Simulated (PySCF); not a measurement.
Ge(H)2(F)(OMe) (CH5FGeO), SMILES C[O][GeH2][F].

Geometry: ωB97X-D3(BJ)/def2-SVP. This is a generated structure with no PubChem entry under its InChIKey; it may be hypothetical. One conformer was computed; it need not be the lowest.

All values below come from ωB97X-D3(BJ)/def2-SVP (PySCF).

Frequencies are harmonic and unscaled.

### Question
Estimate the vibrational spectrum. (Estimate from the structure and the level; the computed values follow.)

### Answer

```csv
mode,ν (cm⁻¹),IR (km/mol),Raman (Å⁴/amu),depolarisation,moving atoms (share of kinetic energy)
1,75,7.0,0.3,0.74,"F 35 %, C 24 %, H 22 %, O 14 %"
2,102,0.5,0.0,–,H 94 %
3,207,9.1,0.7,0.45,"O 31 %, H 27 %, C 26 %, F 11 %"
4,282,18.0,0.8,0.66,"O 42 %, F 22 %, Ge 19 %, H 10 %"
5,599,75.3,6.7,0.73,"H 78 %, Ge 11 %"
6,672,45.6,12.7,0.41,"O 39 %, H 34 %, Ge 13 %, C 10 %"
7,699,15.3,15.1,0.58,"H 70 %, O 20 %"
8,721,93.7,1.8,0.40,"F 74 %, Ge 23 %"
9,840,153.6,12.8,0.75,H 95 %
10,867,71.9,14.7,0.75,H 97 %
11,1156,176.0,3.5,0.59,"O 46 %, C 38 %, H 16 %"
12,1184,2.4,2.5,0.71,"H 76 %, C 19 %"
13,1212,36.5,1.5,0.44,"H 63 %, C 21 %, O 16 %"
14,1481,3.4,11.3,0.73,H 92 %
15,1483,8.6,13.0,0.74,H 92 %
16,1491,12.8,15.5,0.75,H 95 %
17,2213,96.7,130.0,0.17,H 99 %
18,2262,92.7,138.9,0.24,H 99 %
19,3023,56.0,116.9,0.02,H 97 %
20,3107,38.7,63.3,0.60,"H 91 %, C 9 %"
21,3154,24.7,103.6,0.59,"H 90 %, C 10 %"
```
